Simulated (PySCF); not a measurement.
## Unknown compound

The spectra below were simulated for a compound C6H14Si2.

¹H NMR (600 MHz, computed): δ 3.98 (m, 2H), 0.90 (m, 12H).

¹³C{¹H} NMR (computed): δ 4.6 (CH2, 6C).

[PySCF: NMR shieldings at PBE0/pcSseg-1/GIAO; PBE0-D3(BJ)/def2-SVP geometry; one averaged value for each set of equivalent atoms; no relativistic terms; one computed conformer; gas phase]

Referencing at the same level of theory: ¹H (σ = 31.27 ppm), ¹³C (σ = 184.41 ppm) vs TMS.

Choose the structure that fits.
A. C1C[SiH]2CC[SiH]1CC2
B. CC(C)(C)[SiH2]C#C[SiH3]
C. [SiH3]/C=C(/[SiH3])C1CCC1

## Answers

A. 

1. The formula gives 2 degrees of unsaturation (2 rings in the answer).
2. 1 carbon signal for 6 carbons: some carbons are equivalent by symmetry or fast rotation.
3. Carbon types of the structure: 6 × CH2, leaving 2 H on heteroatoms.
4. δC 4.6: sp3 CH2 bonded to Si; an electropositive neighbour leaves it electron-rich and shielded.
5. δH 3.98: hydrogen on a silicon bonded to 3 C, in a 6-membered ring.
6. δH 0.90: hydrogen on an sp3 CH2 bonded to Si; an electropositive neighbour shields it, as in TMS itself.

The others: CC(C)(C)[SiH2]C#C[SiH3] would give 4 carbon signals, not 1; [SiH3]/C=C(/[SiH3])C1CCC1 would give 5 carbon signals, not 1.

Shifts are as computed. Against solution values, carbons near 30 ppm lie about +2 ppm off and those near 130 ppm about +5 ppm. Of 1211 compounds with measured shifts, 218 miss one by over three times the rms of a fit or turn the order of signals round; such compounds aren't used in these exercises. No couplings were computed; multiplicities are counted from neighbouring protons, with m where these are inequivalent, close in shift, in a saturated or five-membered ring or joined by F or P, and br s for small geminal =CH2 splittings.
